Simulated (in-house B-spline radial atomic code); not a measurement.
## The osmium ion Os⁴⁷⁺: [Ar] 3d10 4s1

All numbers are computed (Dirac-Kohn-Sham PBE, spherical fractional occupations; Fermi nucleus of rms radius 5.4126 fm) with a B-spline radial code for spherical atoms, not measured.

Effective charges: Z_r = [3n² - l(l+1)]/(2<r>) from the radius, Z_e = n√(-2ε) from the energy, and Slater's rules. Values are occupation-weighted means over j. An effective charge above Z reflects the relativistic contraction of the inner shells.

```json
{"shell": "1s", "electrons": "2", "ε (eV)": "-76197", "<r> (bohr)": "0.01774", "Z_r": "84.58", "Z_e": "74.84", "Slater": "75.70"}
{"shell": "2s", "electrons": "2", "ε (eV)": "-15243", "<r> (bohr)": "0.07411", "Z_r": "80.96", "Z_e": "66.94", "Slater": "71.85"}
{"shell": "2p", "electrons": "6", "ε (eV)": "-13686", "<r> (bohr)": "0.06658", "Z_r": "75.09", "Z_e": "63.43", "Slater": "71.85"}
{"shell": "3s", "electrons": "2", "ε (eV)": "-5272.2", "<r> (bohr)": "0.1897", "Z_r": "71.17", "Z_e": "59.06", "Slater": "64.75"}
{"shell": "3p", "electrons": "6", "ε (eV)": "-4805.3", "<r> (bohr)": "0.1888", "Z_r": "66.21", "Z_e": "56.38", "Slater": "64.75"}
{"shell": "3d", "electrons": "10", "ε (eV)": "-4261.3", "<r> (bohr)": "0.1707", "Z_r": "61.50", "Z_e": "53.09", "Slater": "54.85"}
{"shell": "4s", "electrons": "1", "ε (eV)": "-2596.7", "<r> (bohr)": "0.3754", "Z_r": "63.93", "Z_e": "55.26", "Slater": "50.70"}
```

The least bound orbital is 4s1/2 at -2597 eV, and it is also the most diffuse (<r> = 0.3754 bohr).

Spin-orbit splittings of the orbital energies (j = l + 1/2 above j = l - 1/2 when positive): 2p 1539 eV, 3p 351.1 eV, 3d 77.39 eV.

For the 1s electron the small component carries 8.26 % of the norm, the zero-frequency Breit interaction raises the level by 263.5 eV, self-energy by 167.9 eV, and vacuum polarisation lowers it by 32.72 eV.
